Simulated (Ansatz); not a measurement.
Molecule: C2H10GeN (charge +1, singlet). It need not be the lowest isomer of its formula. 
Coordinates optimised at B3LYP-D3(BJ)/def2-TZVP (Ansatz, an electronic-structure program):
```
N
H 1 1.0203
C 1 1.4969 2 107.46
H 3 1.0875 1 109.53 2 -59.01
H 3 1.0879 4 109.82 1 119.43
H 3 1.0885 4 109.74 5 120.38
C 1 1.4969 2 107.46 3 120.43
H 7 1.0875 1 109.53 2 59.01
H 7 1.0879 8 109.82 1 -119.43
H 7 1.0885 8 109.74 9 -120.38
Ge 1 2.0038 2 106.39 3 -119.79
H 11 1.5239 1 101.31 2 180.00
H 11 1.5242 12 115.76 1 109.85
H 11 1.5242 12 115.76 13 140.30
```
Charge +1, spin multiplicity 1.

Total electronic energies in hartree. Cores are frozen in the correlated levels unless marked. No spin-orbit coupling. Frozen are the shells of the preceding noble gas and the d and f shells that filled before the atom's block. No relativistic terms. CBS marks a two-point X^-3 extrapolation of the correlation energy; Hartree-Fock from the larger set.

```csv
level,program,energy (Eh)
HF/6-31G*,Ansatz,-2210.85686
RI-HF/cc-pVTZ,Ansatz,-2211.24411
revPBE-D3(BJ)/def2-TZVPD,Ansatz + dftd3,-2213.61152
BHLYP/def2-TZVPD,Ansatz,-2213.68562
r2SCANh-D4/def2-TZVPD,Ansatz + dftd4,-2213.68502
r2SCANh/def2-TZVPD,Ansatz,-2213.68274
HSE06/def2-TZVPD,Ansatz,-2213.35298
CAM-B3LYP-D3(BJ)/def2-TZVPD,Ansatz + dftd3,-2213.84501
CAM-B3LYP-D4/def2-TZVPD,Ansatz + dftd4,-2213.84394
CAM-B3LYP/def2-TZVPD,Ansatz,-2213.83654
LC-wPBE-D3(BJ)/def2-TZVPD,Ansatz + dftd3,-2213.45453
LC-wPBE/def2-TZVPD,Ansatz,-2213.44433
wB97X-V/def2-TZVPD,Ansatz,-2213.56464
PBE-QIDH/def2-TZVPD,Ansatz,-2212.96089
MP2/6-31G*,Ansatz,-2211.36226
RI-MP2/cc-pVTZ,Ansatz,-2211.93409
SCS-MP2/STO-3G,Ansatz,-2186.24849
SCS-MP2/cc-pVDZ,Ansatz,-2211.70118
CCSD/cc-pVTZ,Ansatz,-2211.98872
"CCSD/CBS(cc-pVTZ,cc-pVQZ)",Ansatz,-2212.0629
CCSD(T)/6-31G*,Ansatz,-2211.43347
CCSD(T)/cc-pVQZ,Ansatz,-2212.06610
"CCSD(T)/CBS(cc-pVTZ,cc-pVQZ)",Ansatz,-2212.0937
```

Totals of different functionals don't rank their quality; only differences between species are comparable.
